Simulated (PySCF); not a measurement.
W(O)(NH)(F)(Cl) (ClFHNOW), SMILES [Cl][W](=[O])(=[NH])[F], multiplicity 1.

Geometry optimised at PBE0-D3(BJ)/def2-SVP. The spin state was assumed, not searched. The structure was generated by enumeration; whether it is a known compound was not checked. The def2 effective core potentials stand for the cores of W; spin–orbit coupling is left out.

Computed with PBE0-D3(BJ)/def2-SVP in PySCF.

Frequencies are harmonic and unscaled.

```
mode  ν (cm⁻¹)  IR (km/mol)   moving atoms (share of kinetic energy)
----  --------  -----------  ---------------------------------------
1          141          2.9                  F 52 %, Cl 29 %, W 11 %
2          182          2.9  Cl 24 %, N 22 %, O 20 %, W 16 %, F 13 %
3          231          1.0                   O 54 %, F 19 %, Cl 8 %
4          250          3.1                    N 42 %, F 35 %, O 9 %
5          325         20.0                   O 43 %, N 26 %, H 22 %
6          416         41.0                          Cl 74 %, W 20 %
7          547        167.7                           H 68 %, N 27 %
8          653         86.1                           H 74 %, N 17 %
9          708        152.5                           F 81 %, W 11 %
10        1023        148.5                   N 50 %, O 34 %, W 10 %
11        1064         68.4                           O 57 %, N 34 %
12        3653        221.4                                   H 92 %
```
